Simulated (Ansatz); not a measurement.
Born–Oppenheimer molecular dynamics of GaH4NO (7 atoms, charge 0, multiplicity 1). It starts from a relaxed structure.

These are results of Ansatz, RHF/def2-SVP, not measurements.

```yaml
ensemble: NVT, Nosé–Hoover chain
time_step: 1 fs
steps_asked: 250
set_temperature: 100 K
thermostat: time constant 20 fs, chain length 1
seed: 358786
```

First frame:

```xyz
7
Properties=species:S:1:pos:R:3
Ga -0.021 0.076 -0.081
O 0.019 -0.440 1.621
H -0.770 -0.440 2.136
N 1.588 0.010 -0.900
H 2.425 -0.289 -0.440
H 1.762 0.262 -1.852
H -1.340 0.539 -0.777
```

(1) How far do the bonds stretch over the last three quarters of this one trajectory? (Pairs bonded in most of those frames.)

## Answers

(1) 
```csv
bond,mean (Å),spread (Å),shortest,longest
Ga1–O2,1.779,0.030,1.72,1.83
Ga1–N4,1.812,0.032,1.76,1.87
Ga1–H7,1.565,0.014,1.54,1.59
O2–H3,0.943,0.011,0.92,0.96
N4–H5,1.003,0.021,0.96,1.04
N4–H6,1.001,0.015,0.97,1.04
```

Mean temperature of the second half: 102 K. The conserved energy stayed within 1.2 meV per atom of its start (net change 0.12 meV per atom), so the integration is sound. A run of 0.25 ps of so small a system gives no equilibrium averages.

Time of the run: 3 min on 2 threads of Arm Neoverse V1, on a shared host, peak memory 0.14 GiB.
